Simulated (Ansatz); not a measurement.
One change: `BNC(=C)C` becomes `C=C(C)CC`.

Ansatz, PBE0-D4/def2-TZVP geometries, multiplicity 1. Each molecule was computed in one conformer, which needn't be the lowest.

| property | `BNC(=C)C` |
| --- | --- |
| LUMO energy (PBE/def2-TZVPP) / eV | -1.52 |
| HOMO–LUMO gap (PBE/def2-TZVPP) / eV | 4.19 |
| LUMO energy (PBE0/def2-TZVPP) / eV | -0.59 |
| HOMO energy (PBE/def2-TZVPP) / eV | -5.71 |
| HOMO–LUMO gap (PBE0/def2-TZVPP) / eV | 6.13 |
| LUMO energy (B3LYP/def2-TZVPP) / eV | -0.80 |

Problem. Give the same properties after the change, and the shifts. (An estimate is asked.)

Solution. Computed: 
| property | `C=C(C)CC` | shift |
| --- | --- | --- |
| LUMO energy (PBE/def2-TZVPP) / eV | -0.51 | 1.01 |
| HOMO–LUMO gap (PBE/def2-TZVPP) / eV | 5.42 | 1.23 |
| LUMO energy (PBE0/def2-TZVPP) / eV | 0.52 | 1.11 |
| HOMO energy (PBE/def2-TZVPP) / eV | -5.93 | -0.22 |
| HOMO–LUMO gap (PBE0/def2-TZVPP) / eV | 7.55 | 1.42 |
| LUMO energy (B3LYP/def2-TZVPP) / eV | 0.26 | 1.06 |

With PBE0 the HOMO falls by 0.31 eV and the LUMO rises by 1.11 eV, so the gap widens by about 1.42 eV. PBE moves the HOMO by -0.22 eV and ωB97M-V by -0.40 eV.

B3LYP here is the variant with VWN-RPA as its local correlation; programs differ in this.
